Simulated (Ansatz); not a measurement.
C4H11BO (`CCB(O)CC`), 17 atoms. Charge 0, multiplicity 1. All runs use 8 threads of an Intel Xeon on a shared host. Correlated methods freeze the cores.

(1) Give the basis size and wall time and peak host memory of each of these runs in Ansatz. RKS PBE0-D4/def2-SVP energy; RKS BLYP-D4/def2-TZVPP energy; RKS HSE06 (plane-wave form)-D4/def2-TZVPP energy; RKS PBE-D4/def2-TZVPP energy and forces; RKS B3LYP-D4/def2-TZVPP energy and forces; RHF-MP2/def2-QZVPP energy; RKS PBE0-D4/def2-QZVPP energy; RHF-CCSD(T)/def2-SVP energy; direct RPA on PBE orbitals/def2-TZVPP energy; RKS ωB97M-V/def2-SVP energy; RHF-CCSD(T)/def2-TZVPP energy; RKS ωB97M-V/def2-QZVPP energy. (An estimate is asked.)

Answers

(1) Ansatz gave: Other jobs shared the machine, so times are rough.

```tsv
level	job	functions	wall time	peak host memory (GiB)
RKS PBE0-D4/def2-SVP	energy	139	0.8 s	0.35
RKS BLYP-D4/def2-TZVPP	energy	340	1.7 s	0.53
RKS PBE-D4/def2-TZVPP	energy and forces	340	2.2 s	0.53
RKS ωB97M-V/def2-SVP	energy	139	2.4 s	0.49
RKS HSE06 (plane-wave form)-D4/def2-TZVPP	energy	340	2.8 s	1.1
RKS B3LYP-D4/def2-TZVPP	energy and forces	340	4.2 s	1.3
direct RPA on PBE orbitals/def2-TZVPP	energy	340	4.5 s	1.2
RKS PBE0-D4/def2-QZVPP	energy	672	6.5 s	3
RHF-CCSD(T)/def2-SVP	energy	139	7.5 s	1.2
RKS ωB97M-V/def2-QZVPP	energy	672	13 s	3.8
RHF-MP2/def2-QZVPP	energy	672	28 s	7.2
RHF-CCSD(T)/def2-TZVPP	energy	340	7.4 min	6.2
```

B3LYP here is the variant with VWN-RPA as its local correlation; programs differ in this.
